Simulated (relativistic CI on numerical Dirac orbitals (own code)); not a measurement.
Electric-dipole transitions in Gd XLV

These numbers are calculated, not measured: Dirac-Coulomb-Breit CI, orbitals from a KLI potential per configuration, QED by a radiative potential, unscaled Slater integrals (own radial code, finite nucleus).

Configurations in the expansion (outside the closed core [Ne]): 3s²3p⁶3d², 3s²3p⁵3d³, 3s3p⁶3d³, 3s²3p⁶3d4s, 3s²3p⁶3d4p, 3s²3p⁶3d4d, 3s²3p⁵3d²4s, 3s²3p⁶3d4f, 3s²3p⁵3d²4p, 3s²3p⁵3d²4d, 3s3p⁶3d²4s, 3p⁶3d³4p, 3s3p⁶3d²4p, 3s²3p⁶4s², 3s²3p⁶4s4p, 3s²3p⁶3d5s, 3s²3p⁶3d5d, 3s²3p⁶3d5g, 3p⁶3d⁴, 3p⁵3d⁵, 3p⁵3d⁴4s, 3p⁶3d³4s, 3p⁵3d³4s², 3s²3p⁶4p², 3s²3p⁵4s4p², 3s²3p⁶4s4d, 3s²3p⁵4s²4d, 3s3p⁶3d4s², 3s3p⁶4s²4p, 3s3p⁶4s²4d. Double excitations out of closed p, d and f shells are left out; levels of such configurations are missing from the list, as are those of other unlisted configurations, and high levels can miss mixing partners. These lack a partner that the ground configuration has and come out too high: 3s²3p⁵3d²4p, 3s²3p⁵3d²4d.

```
λ vac (Å)                Lower                   Upper   A (s⁻¹)  E lower (eV)  E upper (eV)
   7.4931    3s²3p⁶3d² ³F2 [1]  3s²3p⁵3d²4s ³G°3 [361]  1.33e+13          0.00       1654.65
   7.5073    3s²3p⁶3d² ³F2 [1]  3s²3p⁵3d²4s ³F°2 [357]  1.04e+13          0.00       1651.52
   7.5111    3s²3p⁶3d² ³F3 [3]  3s²3p⁵3d²4s ³G°4 [397]  1.19e+13         34.98       1685.66
   27.701    3s²3p⁶3d² ³F2 [1]     3s²3p⁵3d³ ³D°1 [89]  2.62e+12          0.00        447.57
   28.057    3s²3p⁶3d² ³F3 [3]    3s²3p⁵3d³ ³F°4 [100]  3.97e+11         34.98        476.88
   28.203    3s²3p⁶3d² ³P2 [4]    3s²3p⁵3d³ ³S°1 [104]  2.52e+12         44.01        483.62
   28.330    3s²3p⁶3d² ¹G4 [5]    3s²3p⁵3d³ ³D°3 [105]  6.66e+11         46.24        483.89
   28.341    3s²3p⁶3d² ³F3 [3]     3s²3p⁵3d³ ³F°3 [97]  6.45e+11         34.98        472.45
   28.448    3s²3p⁶3d² ³P1 [6]    3s²3p⁵3d³ ³D°2 [103]  1.16e+12         47.71        483.55
   28.472    3s²3p⁶3d² ³F4 [7]    3s²3p⁵3d³ ³D°3 [114]  1.53e+12         77.52        512.98
   28.533    3s²3p⁶3d² ³F3 [3]     3s²3p⁵3d³ ³D°2 [94]  1.71e+12         34.98        469.51
   28.580    3s²3p⁶3d² ¹G4 [5]    3s²3p⁵3d³ ³G°3 [101]  1.73e+12         46.24        480.06
   28.791    3s²3p⁶3d² ¹G4 [5]    3s²3p⁵3d³ ³F°4 [100]  2.51e+12         46.24        476.88
   28.873    3s²3p⁶3d² ³F4 [7]    3s²3p⁵3d³ ¹F°3 [110]  9.01e+11         77.52        506.94
   28.930    3s²3p⁶3d² ³P0 [2]     3s²3p⁵3d³ ³D°1 [89]  9.84e+11         19.00        447.57
   28.938    3s²3p⁶3d² ³P2 [4]     3s²3p⁵3d³ ³F°3 [97]  6.49e+11         44.01        472.45
   28.944    3s²3p⁶3d² ³F4 [7]    3s²3p⁵3d³ ³F°4 [109]  1.26e+12         77.52        505.88
   29.054    3s²3p⁶3d² ³P2 [8]    3s²3p⁵3d³ ³P°2 [112]  1.46e+12         83.74        510.48
   29.095    3s²3p⁶3d² ³P2 [8]    3s²3p⁵3d³ ¹P°1 [111]  2.13e+12         83.74        509.89
   29.297    3s²3p⁶3d² ³P2 [8]    3s²3p⁵3d³ ¹F°3 [110]  1.19e+12         83.74        506.94
   29.303    3s²3p⁶3d² ³F4 [7]    3s²3p⁵3d³ ³F°4 [108]  8.19e+11         77.52        500.63
   29.416    3s²3p⁶3d² ³F4 [7]    3s²3p⁵3d³ ³G°5 [107]  1.28e+12         77.52        499.01
   29.942    3s²3p⁶3d² ³F2 [1]     3s²3p⁵3d³ ³F°2 [82]  1.71e+12          0.00        414.09
   30.828    3s²3p⁶3d² ³F3 [3]     3s²3p⁵3d³ ³G°4 [86]  3.92e+11         34.98        437.16
   31.167    3s²3p⁶3d² ³F3 [3]     3s²3p⁵3d³ ⁵G°3 [83]  4.94e+11         34.98        432.80
   31.521    3s²3p⁶3d² ¹G4 [5]     3s²3p⁵3d³ ¹H°5 [88]  4.06e+11         46.24        439.58
   31.764    3s²3p⁶3d² ³P2 [4]     3s²3p⁵3d³ ³D°2 [84]  5.47e+11         44.01        434.33
   34.879  3s²3p⁵3d³ ³I°7 [42]      3s3p⁶3d³ ³H6 [139]  9.50e+11        303.46        658.93
   35.072  3s²3p⁵3d³ ³H°6 [22]      3s3p⁶3d³ ³G5 [126]  9.39e+11        264.62        618.14
   35.262  3s²3p⁵3d³ ³G°5 [19]      3s3p⁶3d³ ⁵F4 [125]  7.95e+11        262.43        614.03
   35.295  3s²3p⁵3d³ ⁵G°6 [36]      3s3p⁶3d³ ⁵F5 [134]  8.77e+11        296.64        647.91
   35.454  3s²3p⁵3d³ ⁵G°4 [15]      3s3p⁶3d³ ⁵F3 [122]  8.14e+11        255.49        605.20
   35.463  3s²3p⁵3d³ ³F°3 [13]      3s3p⁶3d³ ⁵F2 [121]  1.01e+12        232.33        581.94
   40.184    3s²3p⁶3d² ³F3 [3]     3s²3p⁵3d³ ³F°3 [67]  4.01e+11         34.98        343.53
   40.327    3s²3p⁶3d² ¹G4 [5]     3s²3p⁵3d³ ³D°3 [72]  5.79e+11         46.24        353.69
   40.440    3s²3p⁶3d² ³F4 [7]     3s²3p⁵3d³ ³D°3 [79]  6.42e+11         77.52        384.11
   40.546    3s²3p⁶3d² ³F3 [3]     3s²3p⁵3d³ ³D°2 [63]  3.22e+11         34.98        340.77
   40.761    3s²3p⁶3d² ³P0 [2]     3s²3p⁵3d³ ³D°1 [54]  5.23e+11         19.00        323.18
   40.782    3s²3p⁶3d² ³P2 [4]     3s²3p⁵3d³ ³D°2 [70]  5.19e+11         44.01        348.03
   41.186    3s²3p⁶3d² ³F2 [1]     3s²3p⁵3d³ ³G°3 [38]  6.54e+11          0.00        301.03
   41.582    3s²3p⁶3d² ³F2 [1]     3s²3p⁵3d³ ³F°2 [37]  5.17e+11          0.00        298.17
   41.861    3s²3p⁶3d² ³F4 [7]     3s²3p⁵3d³ ³F°4 [77]  6.07e+11         77.52        373.70
   41.866    3s²3p⁶3d² ¹G4 [5]     3s²3p⁵3d³ ³G°4 [65]  5.43e+11         46.24        342.39
   42.311    3s²3p⁶3d² ³F3 [3]     3s²3p⁵3d³ ³F°4 [56]  1.65e+11         34.98        328.02
   42.919    3s²3p⁶3d² ¹G4 [5]     3s²3p⁵3d³ ¹H°5 [60]  2.89e+11         46.24        335.13
```

Terms are leading LS components. Brackets give the number of a level in order of energy, since labels repeat. The list gives strong lines, with weight on those to low levels, without lines whose two gauges differ by over a factor of 2.5, among the lowest 400 of 2053 levels, so that lines to higher ones, which can be the strongest, are missing. Levels whose partners in the same complex of configurations lie outside the list can be far off, and so can their lines. Rates are taken at the computed energies, electric ones in the length gauge.

At this charge energies of transitions that change n are usually good to better than 1 %, and those within a shell (Δn = 0) to a few per cent.

LS names give the leading component of a level, which can be under half, so a name can repeat, a term be missing and a line seem to break the LS rules.
